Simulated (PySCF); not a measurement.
Molfile (atoms numbered from 1):
```
C3H12SSi2
     RDKit          3D

 18 17  0  0  0  0  0  0  0  0999 V2000
   -3.2728    0.2898    0.0194 C   0  0  0  0  0  0  0  0  0  0  0  0
   -1.9022    0.6900   -0.5059 C   0  0  0  0  0  0  0  0  0  0  0  0
   -0.7549   -0.0252    0.2081 C   0  0  0  0  0  0  0  0  0  0  0  0
    0.9491    0.4600   -0.4100 Si  0  0  0  0  0  4  0  0  0  0  0  0
    2.3852   -0.6747    0.7349 S   0  0  0  0  0  0  0  0  0  0  0  0
    4.1972    0.0973   -0.1205 Si  0  0  0  0  0  4  0  0  0  0  0  0
   -3.3700    0.5223    1.0919 H   0  0  0  0  0  0  0  0  0  0  0  0
   -4.0794    0.8176   -0.5121 H   0  0  0  0  0  0  0  0  0  0  0  0
   -3.4442   -0.7919   -0.1002 H   0  0  0  0  0  0  0  0  0  0  0  0
   -1.7764    1.7824   -0.4052 H   0  0  0  0  0  0  0  0  0  0  0  0
   -1.8494    0.4833   -1.5892 H   0  0  0  0  0  0  0  0  0  0  0  0
   -0.7865    0.1789    1.2930 H   0  0  0  0  0  0  0  0  0  0  0  0
   -0.8542   -1.1200    0.1023 H   0  0  0  0  0  0  0  0  0  0  0  0
    1.1098    0.1567   -1.8667 H   0  0  0  0  0  0  0  0  0  0  0  0
    1.1972    1.9241   -0.2224 H   0  0  0  0  0  0  0  0  0  0  0  0
    4.3029    1.5736    0.0829 H   0  0  0  0  0  0  0  0  0  0  0  0
    5.3184   -0.5908    0.5793 H   0  0  0  0  0  0  0  0  0  0  0  0
    4.2654   -0.1850   -1.5861 H   0  0  0  0  0  0  0  0  0  0  0  0
  1  2  1  0
  2  3  1  0
  3  4  1  0
  4  5  1  0
  5  6  1  0
  1  7  1  0
  1  8  1  0
  1  9  1  0
  2 10  1  0
  2 11  1  0
  3 12  1  0
  3 13  1  0
  4 14  1  0
  4 15  1  0
  6 16  1  0
  6 17  1  0
  6 18  1  0
M  END
```

Geometry: PBE0-D3(BJ)/def2-SVP; GIAO shifts from PySCF 2.14, gas phase, non-relativistic, averaged over equivalent atoms.

At BLYP/pcSseg-1 (183 basis functions, 33 s wall time on 1 thread of an Arm Neoverse V1, shared host):
```json
{"atoms": "C2", "δ (ppm)": "23.9"}
{"atoms": "C1", "δ (ppm)": "21.5"}
{"atoms": "C3", "δ (ppm)": "21.4"}
{"atoms": "Si4", "δ (ppm)": "-15.5"}
{"atoms": "Si6", "δ (ppm)": "-54.6"}
{"atoms": "S5", "δ (ppm)": "-302.3"}
{"atoms": "H14/H15", "δ (ppm)": "4.66"}
{"atoms": "H16/H17/H18", "δ (ppm)": "4.63"}
{"atoms": "H10/H11", "δ (ppm)": "1.36"}
{"atoms": "H7/H8/H9", "δ (ppm)": "1.14"}
{"atoms": "H12/H13", "δ (ppm)": "0.97"}
```

Shifts are taken against calculated references (same method and geometry level): $^{13}$C (σref 175.31), $^{29}$Si (σref 323.46), $^{1}$H (σref 31.36) against TMS; $^{33}$S (σref 481.97) vs CS2.

Task: Estimate the result of repeating the calculation with WP04/pcSseg-1.

Result: 
```csv
atoms,δ at WP04/pcSseg-1,change
C2,23.3,-0.6
C1,21.0,-0.5
C3,18.3,-3.1
Si4,-13.3,+2.2
Si6,-44.4,+10.2
S5,-313.1,-10.8
H14/H15,3.98,-0.68
H16/H17/H18,3.96,-0.67
H10/H11,1.19,-0.17
H7/H8/H9,1.06,-0.08
H12/H13,0.81,-0.16
```

Shifts are taken against calculated references (same method and geometry level): TMS for $^{13}$C (σref 172.44), $^{29}$Si (σref 338.69), $^{1}$H (σref 31.56); $^{33}$S (σref 462.27) against CS2.

The largest change is at S5 (sulfur bonded to 2 Si). Cost: 183 basis functions, 35 s wall time on 1 thread of an x86-64 server CPU, shared host. The order of the carbon signals is the same at both levels.
